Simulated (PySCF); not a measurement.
SMILES CC(=O)c1ccc([SiH3])cc1 (GFN2-xTB optimised geometry):

```
20

C     -2.631    -2.686     0.102
C     -1.124    -2.704     0.004
O     -0.507    -3.744    -0.065
C     -0.430    -1.391     0.000
C     -1.096    -0.166    -0.005
C     -0.378     1.014    -0.008
C      1.015     1.023    -0.003
Si     1.998     2.636     0.018
C      1.671    -0.206     0.000
C      0.967    -1.391     0.000
H     -3.054    -2.186    -0.766
H     -2.998    -3.709     0.139
H     -2.944    -2.156     0.999
H     -2.174    -0.126    -0.011
H     -0.911     1.954    -0.014
H      1.089     3.744    -0.278
H      3.054     2.557    -0.993
H      2.590     2.809     1.347
H      2.752    -0.229     0.001
H      1.477    -2.343     0.001
```

Computed with PBE/def2-SVP run with PySCF 2.14.0.

What are the frontier orbital energies and the dipole moment?

HOMO-2 -6.69 eV, HOMO-1 -6.58 eV, HOMO -5.57 eV, LUMO -2.60 eV, LUMO+1 -1.36 eV; dipole moment 2.46 D.

Meta-Löwdin charges at PBE/def2-SVP: C1 -0.35, C2 0.33, O3 -0.38, C4 -0.04, C5 -0.10, C6 -0.10, C7 -0.19, Si8 0.44, C9 -0.09, C10 -0.08, H11 0.12, H12 0.12, H13 0.12, H14 0.11, H15 0.10, H16 -0.08, H17 -0.08, H18 -0.08, H19 0.10, H20 0.12.
